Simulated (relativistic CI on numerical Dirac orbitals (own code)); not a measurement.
Pd²⁰⁺: sensitivity of the levels to the model

Base calculation: Dirac-Coulomb-Breit CI, KLI orbitals optimised for each configuration, QED by a radiative potential, unscaled Slater integrals.

CI space (outside the closed core [Ne]): 3s2.3p6.3d8, 3s2.3p5.3d9, 3s2.3p4.3d10, 3s.3p6.3d9, 3p6.3d10, 3s.3p5.3d10, 3s2.3p6.3d7.4s, 3s2.3p6.3d7.4p, 3s2.3p6.3d7.4d, 3s2.3p6.3d7.4f, 3s2.3p6.3d6.4s2, 3s2.3p5.3d8.4s, 3s2.3p4.3d9.4s, 3s2.3p6.3d6.4s.4p, 3s2.3p4.3d9.4p, 3s2.3p5.3d8.4p. Levels of other configurations are missing.

Variants: (1) P86 correlation estimate; (2) configuration mixing switched off; (3) only the first 3 configurations. Shifts of the energy above 3s2.3p6.3d8 3F_4, in cm⁻¹, for the lowest level and the first level of each name with at least 55 % of one term (blank where a level changes its place among those of its configuration and J or its character, or is not in the variant):

```
            Level     Base   Δ(1)    Δ(2)    Δ(3)
 3s2.3p6.3d8 3F_4        0      0       0       0
 3s2.3p6.3d8 3F_3    41258      0      +8      +8
 3s2.3p6.3d8 3P_0    89315     +5   +5266    +601
 3s2.3p6.3d8 3P_1    97834     +4   +3539    +461
 3s2.3p6.3d8 1G_4   111989     -1    -191    -191
 3s2.3p6.3d8 1S_0   226616    +11  +15561   +1383
3s2.3p5.3d9 3F°_4  1494092  +1249   +2648   +2648
3s2.3p5.3d9 1D°_2  1524317  +1259   +5447   +5447
3s2.3p5.3d9 3F°_3  1566909  +1259   +4900   +4900
3s2.3p5.3d9 3P°_1  1617762  +1266   +9438   +9438
3s2.3p5.3d9 3P°_0  1627657  +1265   +8693   +8693
3s2.3p5.3d9 3D°_1  1665038  +1274  +13876  +13876
3s2.3p5.3d9 3F°_2  1786825  +1257   +4411   +4411
3s2.3p5.3d9 1F°_3  1891521  +1277   +8132   +8132
```

At this charge energies of transitions that change n are usually good to better than 1 %, and those within a shell (Δn = 0) to a few per cent. Terms inside the open d or f shell come out 10 to 20 % too wide with unscaled integrals.

Ionisation energy from the two ground configurations alone: base 933.055 eV; P86 correlation estimate 935.006 eV. The NIST ASD value (theoretical) is 933 eV.

LS names give the leading component of a level, which can be under half, so a name can repeat, a term be missing and a line seem to break the LS rules.
